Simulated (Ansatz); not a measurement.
`Cl[SiH2][O][GeH2][Cl]` and `Cl[SiH2][S][GeH2][Cl]` differ in one element.

Ansatz, PBE0-D4/def2-TZVP geometries, multiplicity 1. Each molecule was computed in one conformer, which needn't be the lowest.

Scalar relativity is left out up to krypton.

```
                               property  `Cl[SiH2][O][GeH2][Cl]`
    HOMO energy (B3LYP/def2-TZVPP) / eV                    -8.57
   HOMO–LUMO gap (PBE0/def2-TZVPP) / eV                     8.59
      LUMO energy (PBE/def2-TZVPP) / eV                    -1.21
     HOMO energy (PBE0/def2-TZVPP) / eV                    -8.80
  LUMO energy (ωB97M-V/def2-TZVPP) / eV                     1.68
HOMO–LUMO gap (ωB97M-V/def2-TZVPP) / eV                    12.72
```

(1) Give the same properties after the change, and the shifts. (An estimate is asked.)

Results:

(1) Computed: 
| property | `Cl[SiH2][S][GeH2][Cl]` | shift |
| --- | --- | --- |
| HOMO energy (B3LYP/def2-TZVPP) / eV | -7.73 | 0.84 |
| HOMO–LUMO gap (PBE0/def2-TZVPP) / eV | 7.21 | -1.38 |
| LUMO energy (PBE/def2-TZVPP) / eV | -1.72 | -0.51 |
| HOMO energy (PBE0/def2-TZVPP) / eV | -8.00 | 0.80 |
| LUMO energy (ωB97M-V/def2-TZVPP) / eV | 1.15 | -0.53 |
| HOMO–LUMO gap (ωB97M-V/def2-TZVPP) / eV | 11.30 | -1.42 |

With PBE0 the HOMO rises by 0.80 eV and the LUMO falls by 0.57 eV, so the gap narrows by about 1.37 eV. PBE moves the HOMO by 0.63 eV and ωB97M-V by 0.89 eV.

B3LYP here is the variant with VWN-RPA as its local correlation; programs differ in this.
